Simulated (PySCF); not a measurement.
Species: CH4FNSi.
Z-matrix (Å and degrees, PBE0-D3(BJ)/def2-SVP geometry), rows numbered from 1:
```
C 
N   1  1.2621
Si  2  1.7422  1  124.40
F   3  1.6195  2  107.39  1  -123.11
H   1  1.1063  2  120.53  3  -179.67
H   1  1.1128  2  124.65  3     0.41
H   3  1.4949  2  112.61  1    -5.05
H   3  1.4844  2  108.63  1   119.79
```

Level of theory: MP2 and CCSD/aug-cc-pVDZ in PySCF, restricted Hartree–Fock reference, frozen core, non-relativistic, gas phase, PBE0-D3(BJ)/def2-SVP geometry.

E(HF) = -483.09191 Eh.

Question: How large is the problem?

Answer: 132 basis functions and 40 electrons; 8 orbitals frozen, which leaves o = 12 correlated occupied and v = 112 virtual orbitals. That is o·v = 1344 singles and o·v(o·v + 1)/2 = 903840 distinct closed-shell doubles amplitudes before symmetry; the costliest CCSD step grows as o²v⁴ = 2.3 × 10^10.

Question: What are the MP2 and CCSD correlation energies?

Answer: MP2 -0.6126 Eh and CCSD -0.6462 Eh, which gives totals of -483.70454 and -483.73806 Eh. That is 0.733 eV for each correlated electron at CCSD (1696 kJ/mol in all, 0.134 % of the total energy); MP2 gives 94.8 % of the CCSD value.

Question: What is the T1 diagnostic?

Answer: 0.0139, below the customary warning level of 0.02. It is the norm of the spatial-orbital singles amplitudes over the root of the number of correlated electrons, so the norm is 0.068.

Question: How does correlation change the dipole moment?

Answer: HF gives 3.10 D and CCSD (unrelaxed density) 2.67 D, a change of -0.43 D.

Connected triples and the basis-set limit are missing.

The job also held the EOM ionisation roots. The run took 3.2 min of wall time on Arm Neoverse N1, one thread, no GPU, shared host with 64 logical CPUs at a one-minute load of 42, and the process peaked at 1.9 GiB of memory.

One conformer stands for the species.
